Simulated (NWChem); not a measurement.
Species: CsCl; SMILES [Cl][Cs]

```xyz
2

Cs     0.0000     0.0000    -0.7098
Cl     0.0000     0.0000     2.2303
```
Atoms are numbered in this order, from 1.

Coordinates come from a PBE-D3(BJ)/def2-SVP optimisation. def2 effective core potentials on Cs; no spin-orbit coupling.

List the 4 lowest vertical singlet excitations from PBE0/def2-SVP with def2 effective core potentials on Cs, TDA (NWChem).


```json
[
 {"state": "S1", "energy (eV)": "3.60", "oscillator strength": "0.009", "leading excitation (squared amplitude)": "HOMO → LUMO (0.96)"},
 {"state": "S2", "energy (eV)": "3.60", "oscillator strength": "0.009", "leading excitation (squared amplitude)": "HOMO−1 → LUMO (0.96)"},
 {"state": "S3", "energy (eV)": "3.77", "oscillator strength": "0.054", "leading excitation (squared amplitude)": "HOMO−2 → LUMO (0.96)"},
 {"state": "S4", "energy (eV)": "4.81", "oscillator strength": "0.019", "leading excitation (squared amplitude)": "HOMO−1 → LUMO+1 (0.49)"}
]
```
